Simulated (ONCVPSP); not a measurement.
# u(r) = r·R(r): atom against pseudo-atom (sulfur)

Columns: radius, all-electron u(r) and pseudo u(r) of the 2s shell (level -236.48 eV) of sulfur in the configuration [He] 2s2 2p6 3s2 3p2; LDA (Perdew-Zunger), scalar-relativistic, ONCV scheme, ONCVPSP 4.0.1.

```json
{"r (bohr)": "0.042", "all-electron": "-0.6919", "pseudo": "0.2486"}
{"r (bohr)": "0.085", "all-electron": "-0.5189", "pseudo": "0.4941"}
{"r (bohr)": "0.128", "all-electron": "-0.0516", "pseudo": "0.7219"}
{"r (bohr)": "0.170", "all-electron": "0.4329", "pseudo": "0.9200"}
{"r (bohr)": "0.212", "all-electron": "0.8433", "pseudo": "1.0883"}
{"r (bohr)": "0.255", "all-electron": "1.1543", "pseudo": "1.2253"}
{"r (bohr)": "0.298", "all-electron": "1.3570", "pseudo": "1.3243"}
{"r (bohr)": "0.340", "all-electron": "1.4655", "pseudo": "1.3842"}
{"r (bohr)": "0.382", "all-electron": "1.5031", "pseudo": "1.4086"}
{"r (bohr)": "0.425", "all-electron": "1.4874", "pseudo": "1.4004"}
{"r (bohr)": "0.467", "all-electron": "1.4344", "pseudo": "1.3644"}
{"r (bohr)": "0.510", "all-electron": "1.3547", "pseudo": "1.3042"}
{"r (bohr)": "0.552", "all-electron": "1.2615", "pseudo": "1.2280"}
{"r (bohr)": "0.595", "all-electron": "1.1581", "pseudo": "1.1383"}
{"r (bohr)": "0.638", "all-electron": "1.0522", "pseudo": "1.0417"}
{"r (bohr)": "0.680", "all-electron": "0.9502", "pseudo": "0.9453"}
{"r (bohr)": "0.722", "all-electron": "0.8523", "pseudo": "0.8503"}
{"r (bohr)": "0.765", "all-electron": "0.7579", "pseudo": "0.7573"}
{"r (bohr)": "0.807", "all-electron": "0.6724", "pseudo": "0.6722"}
{"r (bohr)": "0.850", "all-electron": "0.5922", "pseudo": "0.5920"}
{"r (bohr)": "0.892", "all-electron": "0.5211", "pseudo": "0.5210"}
{"r (bohr)": "0.935", "all-electron": "0.4557", "pseudo": "0.4555"}
{"r (bohr)": "0.977", "all-electron": "0.3985", "pseudo": "0.3984"}
{"r (bohr)": "1.020", "all-electron": "0.3465", "pseudo": "0.3464"}
{"r (bohr)": "1.062", "all-electron": "0.3016", "pseudo": "0.3015"}
{"r (bohr)": "1.105", "all-electron": "0.2611", "pseudo": "0.2610"}
```

Q: How many radial nodes do the two functions have?

A: The all-electron 2s function has n − l − 1 = 1; the pseudo-wave has 0, since the states of the same l below it are removed with the core.

Q: At about which radius was the pseudo-wave matched?

A: 0.85 bohr, where the columns begin to agree (steps of 0.04 bohr).

Q: Is the pseudo-wave norm-conserving?

A: Yes: the ONCV scheme keeps the norm inside the radius equal to the all-electron one, which fixes the energy derivative of the logarithmic derivative at the level.
